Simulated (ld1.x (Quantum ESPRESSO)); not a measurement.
## Plane-wave convergence, TM potential for Eu

```
Element                 : europium
Generator               : ld1.x (Quantum ESPRESSO) 7.5
Type                    : norm-conserving Troullier–Martins (Kleinman–Bylander form)
Functional              : PBEsol
Relativity              : scalar-relativistic
Frozen core             : [Xe]
Valence charge          : 9
Reference configuration : 4f7 5d0 6s1 6p0 (charge +1)
Partial waves           : 6s (bound): rc 3.30 bohr; 6p (bound, empty): rc 3.60 bohr; 4f (bound): rc 1.00 bohr; 5d (bound, empty): rc 2.60 bohr
Local potential         : the d channel
Core correction         : Bessel-smoothed model core, default radius (core density twice the valence density)
```

The pseudo-atom Hamiltonian at the reference potential is diagonalised in spherical Bessel functions j_l(qr) that vanish at 20 bohr, with q² up to the cutoff. All-electron valence levels (Ry): 6s -0.6263, 6p -0.3899, 4f -0.6580, 5d -0.5249.

How do the lowest levels (Ry) of each channel move with the cutoff, and are there ghosts?

| cutoff (Ry) | s #1 | s #2 | s #3 | p #1 | p #2 | f #1 | f #2 | d #1 | d #2 | Σ f·Δε (mRy) |
| --- | --- | --- | --- | --- | --- | --- | --- | --- | --- | --- |
| 8 | -2.0573 | -0.6257 | -0.1995 | -0.3897 | -0.3095 | -0.0788 | 0.0163 | -0.4853 | -0.1417 | 4052.8 |
| 15 | -2.2074 | -0.6262 | -0.1995 | -0.4998 | -0.3899 | -0.0790 | 0.0159 | -0.5227 | -0.1484 | 4051.3 |
| 25 | -2.2085 | -0.6263 | -0.1996 | -0.5040 | -0.3899 | -0.0790 | 0.0159 | -0.5249 | -0.1488 | 4051.1 |
| 35 | -2.2088 | -0.6263 | -0.1996 | -0.5043 | -0.3899 | -0.0790 | 0.0159 | -0.5249 | -0.1488 | 4051.0 |
| 50 | -2.2088 | -0.6263 | -0.1996 | -0.5043 | -0.3899 | -0.0790 | 0.0158 | -0.5249 | -0.1488 | 4050.9 |
| 70 | -2.2088 | -0.6263 | -0.1996 | -0.5043 | -0.3899 | -0.0790 | 0.0157 | -0.5249 | -0.1488 | 4050.6 |
| 100 | -2.2088 | -0.6263 | -0.1996 | -0.5043 | -0.3899 | -0.0792 | 0.0153 | -0.5249 | -0.1488 | 4049.4 |
| 140 | -2.2088 | -0.6263 | -0.1996 | -0.5043 | -0.3899 | -0.0802 | 0.0124 | -0.5249 | -0.1488 | 4042.5 |
| 180 | -2.2088 | -0.6263 | -0.1996 | -0.5043 | -0.3899 | -0.2666 | -0.0746 | -0.5249 | -0.1488 | 2738.0 |
| 260 | -2.2088 | -0.6263 | -0.1996 | -0.5043 | -0.3899 | -0.6439 | -0.0772 | -0.5249 | -0.1488 | 97.0 |
| 400 | -2.2088 | -0.6263 | -0.1996 | -0.5043 | -0.3899 | -0.6577 | -0.0773 | -0.5249 | -0.1488 | 0.0 |

Result: ghost states, extra bound levels that the all-electron valence spectrum of the same l lacks: s at -30.1 eV, p at -6.9 eV (a true bound ghost makes a file unfit for plane-wave use); 10 mRy is reached at over 300 Ry and 1 mRy at over 300 Ry.

1 of 7 tests not solved or not reliable.
